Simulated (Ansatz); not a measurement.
Program: Ansatz. Geometries: PBE0-D4/def2-TZVP. ΔE: electronic, gas phase. CBS: MP2 limit from def2 TZ/QZ plus the TZ coupled-cluster correction, frozen cores. This one scheme is used for every species. Functionals use def2-TZVPP. B3LYP here is the variant with VWN-RPA as its local correlation; programs differ in this. One conformer a species, not always the lowest.

`F[SiH2]S[SiH2]Cl` + H₂O → `O[SiH2]S[SiH2]F` + HCl  (formal hydrolysis of the Si–Cl bond)

`F[SiH2]S[SiH2]Cl`:

```xyz
9

F    -0.672   -1.892    1.502
Si    0.447   -0.764    1.350
S     1.150   -0.669   -0.651
Si   -0.360    0.618   -1.421
Cl    0.058    2.590   -1.044
H    -0.169    0.521    1.744
H     1.595   -1.145    2.198
H    -1.665    0.317   -0.793
H    -0.383    0.424   -2.885
```

H₂O:

```xyz
3

O     0.221    0.177   -0.267
H     0.023    0.481    0.621
H    -0.243   -0.658   -0.353
```

`O[SiH2]S[SiH2]F`:

Cartesian coordinates in Å:
```
O -0.548 1.470 -1.523
Si -0.938 1.077 0.019
S -1.017 -1.040 0.346
Si 1.067 -1.399 0.469
F 1.589 -1.196 1.964
H -1.090 1.114 -2.230
H 0.115 1.691 0.853
H -2.295 1.548 0.388
H 1.302 -2.812 0.102
H 1.816 -0.453 -0.388
```

HCl:

Z-matrix (Å, degrees):
```
Cl
H 1 1.279
```

```csv
level,ΔE (eV)
PBE0-D4,0.05
B3LYP-D4,-0.02
ωB97M-V,-0.01
r2SCAN,-0.02
CCSD/def2-TZVPP,-0.06
CCSD(T)/def2-TZVPP,-0.04
MP2/def2-QZVPP,0.03
SCS-MP2/def2-QZVPP,-0.01
```

What does CCSD(T)/CBS give? (An estimate is asked.)

Ansatz gave: +0.02 eV. The listed levels differ from it by 0.03, -0.04, -0.03, -0.04, -0.08, -0.06, 0.01, -0.03 eV.

Largest T1 diagnostic among the species: 0.012.

The D4 term adds +0.04 eV with B3LYP and +0.02 eV with PBE0; it sums over pairs of atoms, weighted by their polarisabilities, and B3LYP, whose exchange is more repulsive, gets the larger term. In def2-TZVPP, CCSD(T) changes the Hartree–Fock value by +0.05 eV (the triples alone add +0.01 eV) and MP2 by +0.09 eV.
